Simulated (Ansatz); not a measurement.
Consider the redistribution: `C=C[SiH](F)N[SiH2]Cl` + `C[SiH2][GeH3]` → `C=C[SiH](F)[GeH3]` + `C[SiH2]N[SiH2]Cl`.

Computed with Ansatz on PBE0-D4/def2-TZVP structures; ΔE is electronic, products minus reactants. CCSD(T)/CBS adds triple-zeta CCSD(T) − MP2 to the extrapolated MP2 energy (def2 sets, frozen cores). Functionals use def2-TZVPP. B3LYP here is the variant with VWN-RPA as its local correlation; programs differ in this. For Ge outer-core shells are correlated without core-valence functions, which leaves a few kJ/mol of doubt a bond. Scalar relativity is left out up to krypton. Each species was taken in one conformer, which may not be the lowest.

```csv
level,ΔE (kcal/mol),difference from CCSD(T)/CBS
PBE-D4,6.4,-0.3
r2SCAN-D4,7.0,0.3
B3LYP-D4,6.5,-0.2
ωB97X-V,6.7,0.0
ωB97M-V,6.9,0.2
PBE,5.9,-0.8
r2SCAN,6.9,0.2
PBE0,6.4,-0.3
HF/def2-TZVPP,6.2,-0.5
MP2/def2-TZVPP,6.9,0.2
SCS-MP2/def2-TZVPP,6.5,-0.2
CCSD(T)/def2-TZVPP,7.0,0.3
HF/def2-QZVPP,6.0,-0.7
SCS-MP2/def2-QZVPP,6.3,-0.4
HF/CBS(def2),6.0,-0.7
CCSD/CBS(def2),6.7,0.0
CCSD(T)/CBS,6.7,0
```

Largest T1 diagnostic among the species: 0.012.

The D4 term adds +0.8 kcal/mol with B3LYP and +0.5 kcal/mol with PBE0; it sums over pairs of atoms, weighted by their polarisabilities, and B3LYP, whose exchange is more repulsive, gets the larger term.
